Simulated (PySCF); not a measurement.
Species: C6H10O.
Structure used (PBE0-D3(BJ)/def2-SVP), in Å, numbered top down from 1:
```xyz
17
C6H10O angstrom
C     -1.337    2.059   -0.859
O     -0.077    1.466   -0.807
C      0.119    0.691    0.342
C      1.083   -0.421    0.273
C      2.514   -0.752    0.162
C     -0.178   -0.765    0.333
C     -1.238   -1.789    0.346
H     -2.154    1.311   -0.903
H     -1.529    2.711    0.018
H     -1.387    2.680   -1.765
H     -0.005    1.298    1.261
H      3.079   -0.321    1.004
H      2.682   -1.838    0.145
H      2.931   -0.317   -0.759
H     -0.823   -2.808    0.356
H     -1.891   -1.666    1.225
H     -1.879   -1.688   -0.545
```

Linear response at B3LYP/def2-SVPD (PySCF, frozen core in the response, non-relativistic). Isolated species at its PBE0-D3(BJ)/def2-SVP geometry (one conformer only).

Static isotropic polarisability: 78.77 au (11.67 Å³), principal values 62.7, 82.2, 91.5 au.

**Question.** What is the polarisability at 1064 nm and at the sodium D line?

**Answer.** 79.44 au at 1064 nm (+0.9 %), 81.04 au at 589.3 nm (+2.9 %). The rise at 589.3 nm is 3.37 times that at 1064 nm; a pure ω² law gives 3.26. The lowest singlet lies at 211 nm, shorter than both wavelengths.

**Question.** What is the isotropic C6 coefficient between two such molecules, C6 = (3/π)∫α(iω)² dω?

**Answer.** 2570 au (Eh·bohr⁶) by a ten-point quadrature over imaginary frequencies, which is 1540 eV·Å⁶ or 148 J·nm⁶/mol.

**Question.** Which effective excitation energy ω̄ makes London's formula C6 = (3/4)α²ω̄ exact here?

**Answer.** ω̄ = 4·C6/(3α²) = 0.552 Eh = 15.0 eV. A one-pole form α(ω) = α/(1 − ω²/ω̄²) fitted to the 1064 nm value gives 12.6 eV.

**Question.** What n − 1 at the D line would an ideal gas of it have at 273.15 K and 1 atm (2.6868 × 10¹⁹ cm⁻³), by n − 1 = 2π·N·α′?

**Answer.** 20.27 × 10⁻⁴, a formal value whether or not that pressure can be reached.

**Question.** How many electrons N does the Slater–Kirkwood formula C6 = (3/4)·√N·α^(3/2) need to give this C6?

**Answer.** N = (4·C6/3)²/α³ = 24.0; the species has 54 electrons in all.

**Question.** What three-body coefficient follows from the one-pole estimate C9 = (3/4)·α·C6?

**Answer.** 152000 au. This is an estimate from the two numbers above, not a computed integral.

**Question.** The lowest 6 singlets have (eV, f): 5.89, 0.003; 6.16, 0.007; 6.34, 0.005; 6.73, 0.101; 6.76, 0.032; 6.97, 0.005. What share of the static polarisability do they carry in the sum over states α = Σ f/ω²?

**Answer.** 2.54 au, 3.2 % of α; the largest term, 1.65 au, is that of the state at 6.73 eV. Their oscillator strengths add up to 0.15. Higher states carry the rest.
